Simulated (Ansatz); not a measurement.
Stepwise reaction of `OB(O)[TeH]` with hydrogen, as a gas-phase model of exchange steps in deposition or etching. ΔE in kJ/mol; ΔG adds harmonic PBE0-D4 terms to CCSD(T)/CBS, at 1 bar.

Program: Ansatz. Geometries: PBE0-D4/def2-TZVP. ΔE: electronic, gas phase. CCSD(T)/CBS is the MP2 limit (def2-TZVPP, def2-QZVPP) plus CCSD(T) − MP2 in def2-TZVPP, frozen cores. This one scheme is used for every species. DFT in def2-TZVPP. B3LYP here is the variant with VWN-RPA as its local correlation; programs differ in this. Elements past krypton have def2 core potentials. For Te outer-core shells are correlated without core-valence functions, which leaves a few kJ/mol of doubt a bond. One conformer a species, not always the lowest.

```csv
step,reaction,PBE-D4,B3LYP-D4,ωB97M-V,CCSD(T)/CBS,ΔG(400 K)
1,`OB(O)[TeH]` + H₂ → `OB[TeH]` + H₂O,98.4,100.5,101.8,95.5,97.2
```

Give the row of step 2, `OB[TeH]` + H₂ → `B[TeH]` + H₂O. (Best estimate.)

The calculation gave: 
| step | reaction | PBE-D4 | B3LYP-D4 | ωB97M-V | CCSD(T)/CBS | ΔG(400 K) |
| --- | --- | --- | --- | --- | --- | --- |
| 2 | `OB[TeH]` + H₂ → `B[TeH]` + H₂O | 98.7 | 99.1 | 99.2 | 91.2 | 88.9 |

By hand: ΔE of the 2 steps together at CCSD(T)/CBS.

(95.5) + (91.2) = 186.7 kJ/mol, or 93.3 kJ/mol a step.

In ΔE the steps differ by no more than 4.3 kJ/mol. All are uphill at CCSD(T)/CBS. ΔG lies between 88.9 and 97.2 kJ/mol a step. PBE-D4 differs from CCSD(T)/CBS by 2.9 to 7.5 kJ/mol a step. Isolated molecules leave out the surface, adducts and barriers. Largest T1 diagnostic: 0.015.
